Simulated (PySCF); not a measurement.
Computed IR spectrum (relative IR intensity) of a molecule C6H10. Coordinates come from a PBE0-D3(BJ)/def2-SVP optimisation. One conformer was computed; it need not be the lowest. These are PySCF 2.14.0 with PBE0-D3(BJ)/def2-SVP values and carry that method's errors. Frequencies are harmonic and unscaled.

```json
[
 {"ν (cm⁻¹)": "208", "relative intensity": "2.8"},
 {"ν (cm⁻¹)": "263", "relative intensity": "2.8"},
 {"ν (cm⁻¹)": "406", "relative intensity": "10"},
 {"ν (cm⁻¹)": "478", "relative intensity": "2.9"},
 {"ν (cm⁻¹)": "570", "relative intensity": "8.0"},
 {"ν (cm⁻¹)": "721", "relative intensity": "8.3"},
 {"ν (cm⁻¹)": "772", "relative intensity": "12"},
 {"ν (cm⁻¹)": "851", "relative intensity": "11"},
 {"ν (cm⁻¹)": "931", "relative intensity": "97"},
 {"ν (cm⁻¹)": "945", "relative intensity": "9.4"},
 {"ν (cm⁻¹)": "1025", "relative intensity": "10"},
 {"ν (cm⁻¹)": "1028", "relative intensity": "19"},
 {"ν (cm⁻¹)": "1051", "relative intensity": "18"},
 {"ν (cm⁻¹)": "1057", "relative intensity": "3.4"},
 {"ν (cm⁻¹)": "1137", "relative intensity": "20"},
 {"ν (cm⁻¹)": "1272", "relative intensity": "8.6"},
 {"ν (cm⁻¹)": "1391", "relative intensity": "12"},
 {"ν (cm⁻¹)": "1403", "relative intensity": "5.8"},
 {"ν (cm⁻¹)": "1439", "relative intensity": "12"},
 {"ν (cm⁻¹)": "1448", "relative intensity": "37"},
 {"ν (cm⁻¹)": "1455", "relative intensity": "24"},
 {"ν (cm⁻¹)": "1474", "relative intensity": "16"},
 {"ν (cm⁻¹)": "1697", "relative intensity": "16"},
 {"ν (cm⁻¹)": "1750", "relative intensity": "25"},
 {"ν (cm⁻¹)": "3046", "relative intensity": "100"},
 {"ν (cm⁻¹)": "3113", "relative intensity": "22"},
 {"ν (cm⁻¹)": "3125", "relative intensity": "23"},
 {"ν (cm⁻¹)": "3157", "relative intensity": "8.3"},
 {"ν (cm⁻¹)": "3166", "relative intensity": "21"},
 {"ν (cm⁻¹)": "3171", "relative intensity": "12"},
 {"ν (cm⁻¹)": "3177", "relative intensity": "32"},
 {"ν (cm⁻¹)": "3198", "relative intensity": "24"},
 {"ν (cm⁻¹)": "3271", "relative intensity": "14"}
]
```

**Question.** Pick the molecule that these values belong to.
(A) C=C/C(C)=C\C
(B) C=CCC(=C)C
(C) C=CCC1CC1
(D) CC1=CCCC1

**Answer.** A, C=C/C(C)=C\C
